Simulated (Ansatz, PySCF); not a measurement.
C6H7, SMILES C1=CCCC=[C]1, multiplicity 2. Atoms are numbered in the order given.

```xyz
13

C      0.6080    -1.2358     0.4431
C     -0.7165    -1.2439     0.3647
C     -1.3548    -0.0462    -0.3177
C     -0.5405     1.2252    -0.0723
C      0.9383     1.0152    -0.2524
C      1.4935    -0.1864     0.0105
H     -1.3377    -2.0713     0.7218
H     -1.4182    -0.2509    -1.4046
H     -2.3896     0.0932     0.0308
H     -0.8982     2.0357    -0.7257
H     -0.7094     1.5769     0.9660
H      1.5648     1.8615    -0.5518
H      2.5679    -0.3587    -0.0948
```
Charge 0, spin multiplicity 2.

The structure is a stationary point at PBE0-D3(BJ)/def2-SVP. The isomer is the one that the SMILES or the coordinates give; other isomers of the formula were not compared. The values are those of a single conformer.

Two levels are set side by side: PBE-D3(BJ)/def2-SVP (Ansatz, a program for electronic structure) and PBE0-D3(BJ)/def2-SVP (Ansatz). Each level has its own optimised geometry; the coordinates shown are those of the second. Frequencies come from the Hessian of PySCF at each geometry. Differences are taken from unrounded values.

| quantity | PBE0-D3(BJ) |
|---|---|
| mean bond length (Å) | 1.259 |
| bond C1–C2 (Å) | 1.327 |
| bond C1–C6 (Å) | 1.440 |
| bond C2–C3 (Å) | 1.519 |
| bond C3–C4 (Å) | 1.530 |
| bond C4–C5 (Å) | 1.504 |
| bond C5–C6 (Å) | 1.349 |
| bond C2–H7 (Å) | 1.095 |
| bond C3–H8 (Å) | 1.108 |
| bond C3–H9 (Å) | 1.101 |
| bond C4–H10 (Å) | 1.101 |
| bond C4–H11 (Å) | 1.109 |
| bond C5–H12 (Å) | 1.095 |
| bond C6–H13 (Å) | 1.093 |
| highest harmonic wavenumber (cm⁻¹) | 3215 |
| mean harmonic wavenumber (cm⁻¹) | 1457 |
| zero-point energy (kcal/mol) | 68.74 |

Question: What does PBE-D3(BJ) give, and how far is it from PBE0-D3(BJ)? (Estimate from the structure and the level; the computed values follow.)

Answer: 
```csv
quantity,PBE-D3(BJ),PBE-D3(BJ) minus PBE0-D3(BJ)
mean bond length (Å),1.268,0.009
bond C1–C2 (Å),1.337,0.010
bond C1–C6 (Å),1.441,0.001
bond C2–C3 (Å),1.531,0.011
bond C3–C4 (Å),1.539,0.010
bond C4–C5 (Å),1.512,0.007
bond C5–C6 (Å),1.363,0.014
bond C2–H7 (Å),1.103,0.008
bond C3–H8 (Å),1.117,0.009
bond C3–H9 (Å),1.109,0.008
bond C4–H10 (Å),1.109,0.008
bond C4–H11 (Å),1.118,0.009
bond C5–H12 (Å),1.103,0.008
bond C6–H13 (Å),1.102,0.008
highest harmonic wavenumber (cm⁻¹),3116,-99
mean harmonic wavenumber (cm⁻¹),1405,-52
zero-point energy (kcal/mol),66.30,-2.44
```

Exact exchange shortens and stiffens bonds; PBE has none. Differences between two approximate levels are no errors against the true value.
